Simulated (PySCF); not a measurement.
CH₁₀FNSi₃. Atoms are numbered in the order given.

```xyz
16

C     -1.6639     1.9829    -0.6795
Si    -0.4944     1.0347     0.4555
N      1.1593     0.9950    -0.1158
Si     1.9401    -0.1957    -1.1257
Si    -1.2297    -1.1969     0.6776
F      0.1009    -2.1214     0.9495
H     -1.3320     3.0274    -0.7981
H     -2.6893     1.9955    -0.2730
H     -1.6965     1.5205    -1.6792
H     -0.4952     1.6929     1.7988
H      1.7546     1.7447     0.2311
H      2.6941     0.4688    -2.2319
H      0.8581    -1.0360    -1.7108
H      2.9022    -1.0662    -0.3892
H     -2.1543    -1.3845     1.8348
H     -1.9045    -1.7213    -0.5461
```
Charge 0, spin multiplicity 1.

The structure is a stationary point at B3LYP-D3(BJ)/def2-SVP. The structure was generated by enumeration; whether it is a known compound was not checked. The values are those of a single conformer.

Level of theory: PBE0/def2-TZVP (PySCF).

ESP charges are fitted to the potential on shells at 1.4 to 2.0 van der Waals radii. Atomic charges (e):

| atom | meta-Löwdin | Mulliken | Löwdin | ESP fit |
|---|---|---|---|---|
| C1 | -0.61 | -0.48 | -0.46 | -0.76 |
| Si2 | 0.64 | 0.25 | 0.09 | 0.58 |
| N3 | -0.80 | -0.52 | -0.22 | -0.69 |
| Si4 | 0.60 | 0.24 | 0.16 | 0.32 |
| Si5 | 0.66 | 0.37 | 0.12 | 0.27 |
| F6 | -0.51 | -0.33 | -0.04 | -0.24 |
| H7 | 0.13 | 0.14 | 0.13 | 0.20 |
| H8 | 0.13 | 0.14 | 0.13 | 0.18 |
| H9 | 0.13 | 0.14 | 0.13 | 0.20 |
| H10 | -0.11 | -0.03 | -0.02 | -0.14 |
| H11 | 0.24 | 0.23 | 0.18 | 0.36 |
| H12 | -0.11 | -0.04 | -0.05 | -0.07 |
| H13 | -0.10 | -0.02 | -0.03 | -0.04 |
| H14 | -0.11 | -0.03 | -0.04 | -0.07 |
| H15 | -0.09 | -0.03 | -0.04 | -0.06 |
| H16 | -0.10 | -0.03 | -0.04 | -0.05 |

Computed Mayer and Wiberg (Löwdin basis) orders of the bonds:
| bond | Mayer | Wiberg |
|---|---|---|
| C1–Si2 | 0.97 | 1.22 |
| Si2–N3 | 1.13 | 1.38 |
| N3–Si4 | 1.11 | 1.43 |
| Si2–Si5 | 0.95 | 1.03 |
| Si5–F6 | 1.04 | 1.66 |
| C1–H7 | 0.94 | 0.90 |
| C1–H8 | 0.94 | 0.90 |
| C1–H9 | 0.95 | 0.90 |
| Si2–H10 | 0.94 | 0.89 |
| N3–H11 | 0.89 | 0.88 |
| Si4–H12 | 0.94 | 0.96 |
| Si4–H13 | 0.95 | 0.94 |
| Si4–H14 | 0.94 | 0.96 |
| Si5–H15 | 0.93 | 0.95 |
| Si5–H16 | 0.93 | 0.95 |
